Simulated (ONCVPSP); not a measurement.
Ru (Z = 44): one change to an ONCV potential, before and after

ONCVPSP 4.0.1 input, shortened (lines: element, Z, core and valence counts, functional; n l f; lmax; l rc ep ncon nbas qcut; lloc lpopt rc5 dvloc0; l nproj debl; icmod fcfact rcfact), PBE, scalar-relativistic:

```
  Ru 44.00    6    4        4      upf
    1    0    2.00
    2    0    2.00
    2    1    6.00
    3    0    2.00
    3    1    6.00
    3    2   10.00
    4    0    2.00
    4    1    6.00
    4    2    7.00
    5    0    1.00
    2
    0    1.60    0.00    4    8    7.50
    1    1.10    0.00    4    7    6.40
    2    1.50    0.00    3    7    6.90
    4    5    0.85    1.00
    0    2    1.10
    1    2    4.00
    2    2    1.40
    3    4.25    1.35
```

All-electron outer shells of the reference configuration (PBE, scalar-relativistic, ld1.x):

| shell | level (eV) | outermost node (bohr) | outermost maximum (bohr) |
| --- | --- | --- | --- |
| 3d | -273.12 | – | 0.30 |
| 4s | -76.37 | 0.48 | 0.92 |
| 4p | -46.42 | 0.49 | 0.98 |
| 4d | -5.20 | 0.48 | 1.21 |
| 5s | -4.24 | 1.24 | 2.73 |

Change: local potential polynomial inside 0.85 bohr (lpopt 5, dvloc0 1.5 Ha).

Cutoffs: the cutoffs (Ha) at which the residual kinetic energy of the hardest occupied pseudo-wave falls to 1 and 0.1 mHa per electron; they do not see the model core or the augmentation charge, which bear on the density cutoff. Errors are all-electron minus pseudo energies relative to the spin-unpolarised reference configuration.

Problem. How do hardness, ghosts and transferability respond?

Solution. The potential gets neither clearly harder nor softer (102 Ha and 122 Ha → 102 Ha and 122 Ha); the errors of the 4 common tests hardly move; neither file shows a bound ghost.

| quantity | base | changed |
| --- | --- | --- |
| cutoff, loose | 102 Ha | 102 Ha |
| cutoff, tight | 122 Ha | 122 Ha |
| bound ghosts | none | none |
| GHOST(+) flags under 300 eV | s at 75.9 eV | s at 82.8 eV |
| error for 4s2 4p6 4d7 5s0, meV [ΔE 7.29 eV] | -1.9 | -1.9 |
| error for 4s2 4p6 4d6 5s0, meV [ΔE 25.48 eV] | -4.1 | -4.0 |
| error for 4s2 4p6 4d5 5s0, meV [ΔE 56.10 eV] | -4.2 | -4.2 |
| error for 4s2 4p6 4d7.5 5s0.5, meV [ΔE -0.32 eV] | -0.6 | -0.6 |
| s: phases at 1.62 bohr within 0.05 rad from the reference energy up to (Ha; the scan ends near 5) | 2.2 | 2.5 |
| p: phases at 1.12 bohr within 0.05 rad from the reference energy up to (Ha; the scan ends near 5) | to the end of the scan | to the end of the scan |
| d: phases at 1.52 bohr within 0.05 rad from the reference energy up to (Ha; the scan ends near 5) | to the end of the scan | to the end of the scan |
| rms error of d²Exc/dni dnj with the model core, mHa | 1.20 | 1.20 |
